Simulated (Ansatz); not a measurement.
| atom | x (Å) | y (Å) | z (Å) |
| --- | --- | --- | --- |
| O | -0.0173 | -0.0309 | -0.1549 |
| H | -0.0443 | 0.7473 | 0.5008 |
| H | 0.0490 | -0.7606 | 0.4864 |

Basis set: 6-31G* (spherical functions). Frozen core: 1 orbital. Charge 0, multiplicity 1.

Computed with Ansatz (development build ahead of 0.2.0); each method stands on the lowest determinant of its kind that the runs found. Restricted open shells among the atoms or ions are ROHF, correlated in semicanonical orbitals with singles.

The atomization energy at this shape (free ground-state atoms in the same class of orbitals less the molecule, no zero-point energy) of singlet H2O:

```csv
method,atomization energy
RHF-MP2,8.62 eV
```

Q: What does RHF give?

A: 6.22 eV.
